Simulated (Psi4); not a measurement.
Pair of molecules, SMILES O with SMILES CF (the first has 3 atoms); geometry from B3LYP-D3(BJ)/def2-TZVP, rigid monomers moved along the line of their centres of mass till H3···F5 is 2.80 Å.
(charge 0, multiplicity 1):
```xyz
8

O     -0.1214    -0.0633     0.5828
H      0.0078     0.6366    -0.0644
H     -0.4799     0.3723     1.3672
C      0.4821    -0.2457     4.6060
F     -0.4536     0.6933     4.1473
H     -0.0496    -0.9987     5.1866
H      0.9644    -0.6947     3.7393
H      1.2080     0.2761     5.2286
```

Calculation: Psi4 with SAPT0/jun-cc-pV(D+d)Z.

Problem. Give the four SAPT terms and the total, and say what mostly holds the pair together.

Solution. electrostatics -2.14, exchange 0.22, induction -0.12, dispersion -0.26, total -2.30 kcal/mol; the largest attraction is electrostatics.
